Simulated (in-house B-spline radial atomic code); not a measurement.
How numerical settings move a run on the calcium ion Ca³⁺, [Ne] 3s2 3p5. Computed with an all-electron radial atomic-structure program (B-spline basis): non-relativistic BP86, spin-polarised, spherical fractional occupations, point nucleus.

Command:
```bash
python run_scf.py task.json out
```
Settings of the sound reference run:
```
Z                20
electrons        17
configuration    [Ne] 3s2 3p5
hamiltonian      nr
method           b88,p86
spin_polarised   True
knot_spacing     0.22
spline_order     8
gauss_points     12
box_radius       16.22
max_iterations   70
damping          0.5
damped_steps     3
diis_vectors     10
tolerance        1e-08
start            Thomas-Fermi
```

Run time, properties included: 0.24 s on 1 thread of Arm Neoverse N1 (shared host).

It converges in 9 iterations to -675.099217 hartree, with 3p down at -59.0169 eV. The other runs change the listed settings, some to values that make no sense; their results aren't properties of the atom or ion. Radii are in bohr (the nuclear one in fm), a minus after a letter asks for a j subshell, and «unchanged» means within 1e-8 hartree. The run stops when the residual is below 10 × tolerance × max(1, Z/10), or a noise floor if that is larger, and the energy moves by less than 1e-8 × √|E| hartree; so very loose and very tight tolerances often act alike.

```tsv
changed settings	outcome
hamiltonian = dirac, method = hf, nucleus = fermi, rms_radius = 3.4776, mass_number = 40, atomic_mass = 39.96259, speed_of_light = 137.036	stopped with error: spin polarisation is not served with the Dirac Hamiltonian
knot_spacing = 0.4, gauss_points = 4, box_radius = 1.62, first_knot = 0.0005, max_iterations = 50	converged in 8 iterations, energy +7.00e+00 hartree from the reference, 3p down level +4.9e+01 eV (the program warns: 3p down reaches the box edge; 2s up reaches the box edge)
damped_steps = 0	converged in 8 iterations, energy unchanged, 3p down level -4.8e-07 eV
damping = 0.95	converged in 10 iterations, energy unchanged, 3p down level -8.1e-07 eV
damped_steps = 30	converged in 20 iterations, energy unchanged
diis_vectors = 4	converged in 9 iterations, energy unchanged, 3p down level -1.7e-06 eV
diis_vectors = 1	converged in 20 iterations, energy unchanged, 3p down level +4.1e-06 eV
spline_order = 5, first_knot = 0.05, max_iterations = 50	converged in 9 iterations, energy +2.07e-03 hartree from the reference, 3p down level +2.7e-06 eV
electrons = 18, configuration = [Ne] 3s2 3p5 4p-1, max_iterations = 100	stopped with error: j subshells need the Dirac Hamiltonian and l > 0
box_radius = 8.11, max_iterations = 60, damping = 0.95	converged in 10 iterations, energy -4.35e-08 hartree from the reference, 3p down level -3.0e-06 eV
damped_steps = 8	converged in 13 iterations, energy unchanged
damping = 0.8	converged in 9 iterations, energy unchanged, 3p down level +8.2e-06 eV
```

**Question.** What happens with damping = 0.2?

**Answer.** Converged in 9 iterations, energy unchanged.

**Question.** What happens with damping = 0?

**Answer.** Converged in 9 iterations, energy unchanged, 3p down level -7.1e-07 eV.

**Question.** What happens with damped_steps = 1?

**Answer.** Converged in 8 iterations, energy unchanged.

**Question.** What happens with diis_vectors = 2?

**Answer.** Converged in 10 iterations, energy unchanged, 3p down level +9.8e-06 eV.
